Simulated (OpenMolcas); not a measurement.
# B2+: effect of the IPEA shift

```json
{
 "Program": "OpenMolcas 26.06",
 "Basis": "ANO-R3 [4s4p2d1f]",
 "Scalar Hamiltonian": "X2C, finite nucleus",
 "Active space": "1 electron in 4 orbitals (2s 2p)",
 "State averaging": "2S+1 = 2 even, 1 root; 2S+1 = 2 odd, 3 roots",
 "Spin-orbit coupling": "state interaction with AMFI integrals over the reference wave functions, term energies averaged over their components"
}
```

Methods on the same reference wave functions:
A. CASSCF
B. SS-CASPT2, IPEA 0 Eh, imaginary shift 0.1 Eh (closed shells correlated: 1s)
C. SS-CASPT2, IPEA 0.25 Eh, imaginary shift 0.1 Eh (closed shells correlated: 1s)

Energies in cm⁻¹ above 2s ²S_1/2, the measured ground level; measured values from Moore, Atomic Energy Levels, vol. I, NSRDS-NBS 35 (1971 reprint of NBS Circular 467, 1949).

```json
{"Level": "2s ²S_1/2", "A": "0.0", "B": "0.0", "C": "0.0", "Measured": "0.0"}
{"Level": "2p ²P°_1/2", "A": "48971", "B": "48735", "C": "48737", "Measured": "48358"}
{"Level": "2p ²P°_3/2", "A": "49001", "B": "48764", "C": "48766", "Measured": "48393"}
```

Deviations, from unrounded energies. A percentage is the sum of absolute deviations over the sum of measured energies, with the sign that they share, or ± where signs differ.

```csv
Against measurement,Levels,A,B,C
mean absolute deviation (cm-1),2,610,370,380
other configurations (%),2,+1.3,+0.8,+0.8
```

B, C lie about equally close to measurement and A furthest from it. The largest miss of B in the table is 2p ²P°_1/2, by +380 cm-1. The ranking rests on the paired levels alone, and a cruder setting can come out closer through cancelling errors.

Between B and C no level of the table moves by more than 5 cm-1.

The lowest spin-free term lies below A's lowest term by 0.007 hartree in B, 0.007 hartree in C.

With one active electron the reference holds no correlation, so core polarisation is missing (holds for A). With one active electron, CASPT2 adds the correlation within the correlated inactive shells and between them and that electron, and leaves the splitting within a term as the reference gives it (holds for B; C). Measured partners are found by configuration, term and J. A level has none where our copy of the source lacks it or the pairing is in doubt (some pairs that miss far off the trend of their configuration count as doubtful), and it then counts in no deviation. Only configurations of the active space appear.

° marks odd parity.
